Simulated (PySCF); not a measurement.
# Stationary points of LaSCl

Method: PySCF, PBE0, basis La def2-TZVP with ECP46, S def2-TZVP, Cl def2-TZVP (scalar-relativistic core potentials, no spin–orbit coupling, density fitting).

Relaxations began from a few typed shapes. The search is not exhaustive: other isomers or separated fragments can lie lower, and high-lying points may rest on an excited occupation.

Problem. Which is the lowest minimum found?
A. singlet Cs: La–Cl 2.621 Å, La–S 2.417 Å; Cl–La–S 112.1°
B. singlet C∞v: La–Cl 2.757 Å, La–S 2.452 Å; Cl–La–S 180.0°

Solution. A. The others lie at 60.9 (singlet C∞v, a saddle point) kJ/mol above it.

Formally La is in oxidation state +3, with 0 electrons left for the f, d and s shells; the Mulliken f population is 0.09.
